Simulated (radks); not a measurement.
Effect of the nuclear size on neutral ruthenium, [Kr] 4d7 5s1. Method: Dirac Kohn-Sham, exchange-only LDA, spin-unpolarised, spherical densities, finite nucleus; open shells fill j = l - 1/2 first; Fermi nuclear charge, rms radius 4.4809 fm; computed with a radial shooting solver on a logarithmic mesh with Libxc functionals. The rms radius is varied about that value; shifts are against it.

[
 {"rms radius (fm)": "3.8805", "total energy shift (eV)": "-0.485", "density at nucleus (e/bohr^3)": "1.115e+05", "1s1/2 shift (meV)": "-205", "2s1/2 shift (meV)": "-22.3", "3p1/2 shift (meV)": "0.280", "4s1/2 shift (meV)": "-0.711"},
 {"rms radius (fm)": "4.0328", "total energy shift (eV)": "-0.368", "density at nucleus (e/bohr^3)": "1.11e+05", "1s1/2 shift (meV)": "-155", "2s1/2 shift (meV)": "-16.9", "3p1/2 shift (meV)": "0.212", "4s1/2 shift (meV)": "-0.539"},
 {"rms radius (fm)": "4.4809", "total energy shift (eV)": "0", "density at nucleus (e/bohr^3)": "1.096e+05", "1s1/2 shift (meV)": "0.000", "2s1/2 shift (meV)": "0.000", "3p1/2 shift (meV)": "0.000", "4s1/2 shift (meV)": "0.000"},
 {"rms radius (fm)": "4.6467", "total energy shift (eV)": "0.145", "density at nucleus (e/bohr^3)": "1.091e+05", "1s1/2 shift (meV)": "61.1", "2s1/2 shift (meV)": "6.65", "3p1/2 shift (meV)": "-0.084", "4s1/2 shift (meV)": "0.212"},
 {"rms radius (fm)": "4.9828", "total energy shift (eV)": "0.452", "density at nucleus (e/bohr^3)": "1.082e+05", "1s1/2 shift (meV)": "191", "2s1/2 shift (meV)": "20.8", "3p1/2 shift (meV)": "-0.261", "4s1/2 shift (meV)": "0.663"}
]

Slopes of the eigenvalues against <r^2> in GHz/fm^2, as finite differences over the two radii next to the reference (eigenvalue slopes, not the field-shift constants of lines): 1s1/2 9820, 2s1/2 1070, 3p1/2 -13.4, 4s1/2 34.1.
